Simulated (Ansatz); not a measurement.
`Cl[BH][GaH2]` + H₂ → `[BH2][GaH2]` + HCl at 500 K and 1 bar (hydrogenolysis of a B–Cl bond).

Computed with Ansatz on PBE0-D4/def2-TZVP structures; ΔE is electronic, products minus reactants. CCSD(T)/CBS adds triple-zeta CCSD(T) − MP2 to the extrapolated MP2 energy (def2 sets, frozen cores). This one scheme is used for every species. For Ga outer-core shells are correlated without core-valence functions, which leaves a few kJ/mol of doubt a bond. Scalar relativity is left out up to krypton.

```tsv
species	CCSD(T)/CBS energy (Eh)	H − E (kJ/mol)	S (J/(mol·K))
`Cl[BH][GaH2]`	-2410.30850	102.6	357.3
H₂	-1.17544	41.0	145.5
`[BH2][GaH2]`	-1951.07352	114.1	309.2
HCl	-460.38127	32.5	201.9
```

H − E and S are ideal-gas, rigid-rotor, harmonic terms from PBE0-D4/def2-TZVP. The MP2-based limit puts H₂ 0.8 mEh under its directly extrapolated value; such offsets cancel only in part. 1 Eh = 2625.50 kJ/mol, R = 8.31446 J/(mol·K).

By hand: ΔE, ΔH, ΔS and ΔG.

ΔE = (-1951.07352) + (-460.38127) − (-2410.30850) − (-1.17544) = 0.02915 Eh = 76.5 kJ/mol. Δ(H − E) = 114.1 + 32.5 − 102.6 − 41.0 = 3.0, so ΔH = 79.5 kJ/mol. ΔS = 309.2 + 201.9 − 357.3 − 145.5 = 8.3 J/(mol·K). ΔG = 79.5 − 500 × (8.3)/1000 = 75.3 kJ/mol.

By hand: the equilibrium constant, and the temperature at which ΔG would vanish if ΔH and ΔS stayed fixed.

log₁₀ K = −ΔG/(RT ln 10) = -7.9. ΔG = 0 at ΔH/ΔS = 9578 K, far beyond where these terms or the molecules hold.

The number of gas molecules stays the same, so ΔS is small and ΔH decides. A doubt of 5 kJ/mol in ΔE shifts log₁₀ K by 0.5 here. These are equilibria of isolated gas molecules and say nothing of rates. Largest T1 diagnostic: 0.014 (customary marks: 0.02 for closed shells, 0.045 for open ones).
